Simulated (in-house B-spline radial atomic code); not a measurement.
The numbers below are computed, except where a source is named.
# Correlation energy from the adiabatic connection: −Z/r, Z = 2.65

Two electrons in a singlet, external potential −Z/r, Z = 2.65 (atomic units). Full CI in B-splines (partial waves to l = 8, correlation up to 0.6 % small) with the density held fixed gives W(λ) = <V_ee>_λ − U, and E_c is the integral of W(λ) − W(0) from 0 to 1.

| λ | W(λ) − W(0) (hartree) |
| --- | --- |
| 0 | 0.00000 |
| 0.02 | -0.00190 |
| 0.05 | -0.00472 |
| 0.12 | -0.01120 |
| 0.25 | -0.02286 |
| 0.4 | -0.03574 |
| 0.6 | -0.05203 |
| 0.8 | -0.06739 |
| 1 | -0.08188 |

(1) Integrate the table by the trapezoid rule.

(2) Now use only three numbers: W(0) = -1.4319, the initial slope W'(0) = -0.09511 (extrapolated from the first points) and the strong-coupling limit of the point-charge-plus-continuum model, W∞ = -2.0391. What do second-order theory and the interpolation W(λ) = W∞ + (W(0) − W∞)/√(1 + 2χλ) of Seidl, Perdew and Levy give?

## Answers

(1) The strips give -0.00002, -0.00010, -0.00056, -0.00221, -0.00440, -0.00878, -0.01194, -0.01493, which sum to -0.04293 hartree. The direct value, W(1) − W(0) + T_c with T_c = 0.03889, is -0.04299; the curve is convex, so chords lie above it and the trapezoids fall short in size by 0.14 %.

(2) Second order keeps the slope alone: E_c = W'(0)/2 = -0.04756, +11 % in size against -0.04299. Matching the slope fixes χ = W'(0)/(W∞ − W(0)) = -0.09511/(-0.60720) = 0.15664. Integrating, with s = √(1 + 2χ) = 1.145982, E_c = −(W(0) − W∞)(s − 1)/(s + 1) = −0.60720 × 0.145982/2.145982 = -0.04131 hartree, -3.9 % in size against the full result. At λ = 1 the formula gives W − W(0) = -0.07735 against -0.08188. Part of the miss can come from the model's W∞.
